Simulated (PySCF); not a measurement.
**What settings do to a single point of [Nd(P5)2]+**

The sound run of [Nd(P5)2]+ (singlet in the valence; each metal's 4f electrons, 3 of them, lie in its core potential, out of spins and levels) uses PySCF 2.14.0, RKS r2SCAN, Nd lcecp-1-SVP with ECP49, P def2-SVP; non-relativistic Hamiltonian with scalar-relativistic core potentials where named; density fitting; no spin-orbit coupling, grid (50, 194), threshold 1e-8 Eh and 55 cycles, at the relaxed geometry:

```xyz
11

Nd   -0.7321    0.0000    0.0000
P     0.1748    1.8194    2.3588
P    -1.4802    0.5695    2.9138
P    -0.8546   -1.4681    2.7038
P     1.1667   -1.4816    2.0031
P     1.8070    0.5584    1.7981
P     0.1748   -1.8194   -2.3588
P    -1.4802   -0.5695   -2.9138
P    -0.8546    1.4681   -2.7038
P     1.1667    1.4816   -2.0031
P     1.8070   -0.5584   -1.7981
```

There Nd1 has a Mulliken charge of 0.93 e and the dipole about the centre of mass is 1.89 D. Each run below changes one thing and starts from free metal ions and neutral atoms unless it says otherwise; with 55 cycles, smearing, a level shift and second-order steps follow where DIIS fails, and their cycles count. Energy shifts count from the sound run. On f atoms grids over 110 angular points are at least (60, 302).

```
                change    outcome  cycles  energy shift (eV)  largest force component (eV/Å)  charge on Nd1 (e)  dipole about the centre of mass (D)
       threshold 1e-05  converged       7             0.0004                            0.02               0.93                                 1.92
all coordinates × 1.12  converged      12               4.81                            2.89               0.78                                 2.32
```

Q: One further run converged with energy shift (eV) -0.55, largest force component (eV/Å) 0.38, charge on Nd1 (e) 0.94, dipole about the centre of mass (D) 1.89. Which change was it?
A. grid (40, 110)
B. start from the bare core Hamiltonian, limit 56 cycles
C. cycle limit 3

A: A.

Q: And the other changes listed?

A: 
```tsv
change	outcome	cycles	energy shift (eV)	largest force component (eV/Å)	charge on Nd1 (e)	dipole about the centre of mass (D)
start from the bare core Hamiltonian, limit 56 cycles	converged	22	0.0000	0.01	0.93	1.89
cycle limit 3	not converged	3	–	–	–	–
```

Forces carry noise of the integration grid, about 0.01 to 0.03 eV/Å.

No frequency check is given that shows the relaxed geometry to be a minimum. An lcecp potential fixes the number of 4f electrons, so in runs with it no electron can move into or out of that shell.
